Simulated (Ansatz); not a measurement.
Cost against result

Saddle point of CH7BrSn, singlet (SnH₃Br ([Br][SnH3]) + CH₄ → CH₆Sn ([CH3][SnH3]) + HBr; bonds formed: Sn1–C7, Br2–H6; bonds broken: Sn1–Br2, H6–C7), PBE0-D4/def2-TZVP structure:

Sn1  (-0.548, -1.094, -0.245)
Br2  (2.473, -0.731, 0.488)
H3  (0.171, -1.651, -1.666)
H4  (-0.486, -1.964, 1.200)
H5  (-2.174, -0.620, -0.566)
H6  (0.981, 0.305, 0.259)
C7  (-0.032, 1.158, 0.118)
H8  (0.795, 1.825, 0.388)
H9  (-0.383, 1.483, -0.862)
H10  (-0.797, 1.291, 0.885)
(Å)

Barriers are electronic and count from the start structure reached by relaxing down the imaginary mode.

Program: Ansatz 0.2.0. Basis: as named in each row. Cores are frozen in the correlated methods. Filled d shells of the heavier atoms are correlated. Core potentials replace the inner electrons of the atoms past krypton. The def2 sets are not built for correlating such inner shells, so the correlated values are less sure here. B3LYP uses VWN-RPA correlation. Extrapolation: Hartree–Fock as exp(−7.88 √X), correlation as X^−2.97.

Times are rough, for one single point on 8 threads of a shared host (Oxide Virtual Turin-like).

The estimate by CCSD(T) at an estimated basis limit (MP2 extrapolated from triple and quadruple zeta, plus CCSD(T) − MP2 in triple zeta) is 245.3 kJ/mol.

| method | basis | time (s) | barrier (kJ/mol) | method less estimate |
| --- | --- | --- | --- | --- |
| SPW92 | def2-SVP | under 1 | 187.1 | -58.2 |
| PBE-D4 | def2-SVP | under 1 | 218.4 | -26.8 |
| PBE0-D4 | def2-SVP | 1 | 235.8 | -9.4 |
| SPW92 | def2-TZVPP | 1 | 183.6 | -61.7 |
| PBE-D4 | def2-TZVPP | 2 | 215.9 | -29.4 |
| BLYP-D4 | def2-TZVPP | 2 | 232.9 | -12.4 |
| BHLYP-D4 | def2-TZVPP | 2 | 263.2 | 17.9 |
| PBE0-D4 | def2-TZVPP | 2 | 231.4 | -13.8 |
| B3LYP-D4 | def2-TZVPP | 2 | 244.7 | -0.5 |
| r2SCAN-D4 | def2-TZVPP | 2 | 227.1 | -18.2 |
| CAM-B3LYP-D4 | def2-TZVPP | 2 | 251.7 | 6.4 |
| r2SCAN0-D4 | def2-TZVPP | 2 | 238.2 | -7.1 |
| wB97M-V | def2-SVP | 3 | 248.6 | 3.3 |
| RPA on PBE | def2-TZVPP | 3 | 251.3 | 6.1 |
| B97M-V | def2-TZVPP | 4 | 246.2 | 0.9 |
| wB97M-V | def2-TZVPP | 4 | 245.7 | 0.5 |
| PBE-QIDH | def2-TZVPP | 4 | 243.3 | -1.9 |
| B2PLYP | def2-TZVPP | 4 | 252.8 | 7.5 |
| wB97X-V | def2-TZVPP | 4 | 251.2 | 5.9 |
| CCSD(T) | def2-SVP | 5 | 276.5 | 31.2 |
| MP2 | def2-QZVPP | 12 | 240.0 | -5.2 |
| CCSD(T) | def2-TZVPP | 66 | 249.8 | 4.6 |

All methods are single points on the PBE0-D4 structures.

No T1 diagnostic of these runs exceeds 0.011.

Labels in which every atom is bracketed show which atoms are joined, not bond orders.
